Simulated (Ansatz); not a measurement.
Geometry optimisation, DFT PBEsol, scalar-relativistic, plane waves, PAW (Ansatz 0.2.0).

The input (input.yaml):

```yaml
crystal:
  lattice:
    - [7.398, 0.0, 0.0]
    - [-3.699, 6.406856, 0.0]
    - [0.0, 0.0, 12.0]
  atoms:
    - { symbol: C, position: [0.0, 0.0, 0.0833333] }
    - { symbol: C, position: [0.2222222, 0.1111111, 0.0833333] }
    - { symbol: C, position: [0.0, 0.3333333, 0.0833333] }
    - { symbol: C, position: [0.2222222, 0.4444444, 0.0833333] }
    - { symbol: C, position: [0.0, 0.6666667, 0.0833333] }
    - { symbol: C, position: [0.2222222, 0.7777778, 0.0833333] }
    - { symbol: C, position: [0.3333333, 0.0, 0.0833333] }
    - { symbol: C, position: [0.5555556, 0.1111111, 0.0833333] }
    - { symbol: C, position: [0.3333333, 0.3333333, 0.0833333] }
    - { symbol: C, position: [0.5555556, 0.4444444, 0.0833333] }
    - { symbol: C, position: [0.3333333, 0.6666667, 0.0833333] }
    - { symbol: C, position: [0.5555556, 0.7777778, 0.0833333] }
    - { symbol: C, position: [0.6666667, 0.0, 0.0833333] }
    - { symbol: C, position: [0.8888889, 0.1111111, 0.0833333] }
    - { symbol: C, position: [0.6666667, 0.3333333, 0.0833333] }
    - { symbol: C, position: [0.8888889, 0.4444444, 0.0833333] }
    - { symbol: C, position: [0.6666667, 0.6666667, 0.0833333] }
    - { symbol: C, position: [0.8888889, 0.7777778, 0.0833333] }
    - { symbol: C, position: [0.1815641, 0.7093709, 0.2075] }
    - { symbol: O, position: [0.1815641, 0.7093709, 0.3041667] }
basis:
  ecutwfc: 420.0
kpoints:
  mp_grid: { grid: [2, 2, 1] }
hamiltonian:
  xc: pbesol
  pseudopotentials: { kind: paw, azcp: { folder: soft_1 } }
scf:
  occupations: { method: fermi_dirac, width: 0.05 }
  lower_state_search: "off"
relax:
  f_tol: 0.03
  max_steps: 60
  adjacent_minimum: "off"
output:
  write_density: true
  write_potential: true
  elf: true
  volumetric_format: npy
```

Command:

```bash
$ ansatz run input.yaml --threads 1 --pin off --max-ram 3072MiB --backend cpu --events-out ev --progress --plain --runs-dir out
```

Task: Where does it end, and by what steps?

Result: The forces met the threshold. Limits of this set-up: coarse k mesh, slab without dipole correction, no dispersion correction for a molecule that may bind weakly, PAW files made for another functional. After 12 steps the energy has fallen by 3.560 eV; C19 moved furthest, 1.64 Å. Parted: C6–C19 (1.55 → 3.34 Å).

```csv
step,energy less start (eV),largest force component (eV/Å),accepted
0,0.0000,3.020,yes
1,-0.4906,2.094,yes
2,-0.9802,2.909,yes
3,-1.2391,3.225,yes
4,-1.6347,4.540,yes
5,-2.2699,6.494,yes
6,-3.0412,4.695,yes
7,-3.3680,0.925,yes
8,-3.4851,0.500,yes
9,-3.5363,0.204,yes
10,-3.5562,0.113,yes
11,-3.5593,0.052,yes
12,-3.5598,0.022,yes
```

```xyz
20
Lattice="7.3980 0.0000 0.0000 -3.6990 6.4069 0.0000 0.0000 0.0000 12.0000" Properties=species:S:1:pos:R:3
C 0.008 0.006 0.853
C 1.240 0.717 0.853
C -1.225 2.141 0.852
C 0.008 2.852 0.852
C -2.459 4.277 0.852
C -1.225 4.989 0.852
C 2.474 0.005 0.852
C 3.707 0.717 0.853
C 1.240 2.141 0.853
C 2.474 2.853 0.853
C 0.008 4.277 0.852
C 1.240 4.988 0.853
C 4.940 0.006 0.853
C 6.173 0.718 0.853
C 3.707 2.142 0.853
C 4.939 2.853 0.852
C 2.474 4.276 0.853
C 3.707 4.988 0.853
C -1.292 4.046 4.057
O -1.412 4.946 4.736
```

Run time: 89 s on 1 thread of Arm Neoverse V2, with other jobs on the host, peak memory 0.7 GiB.
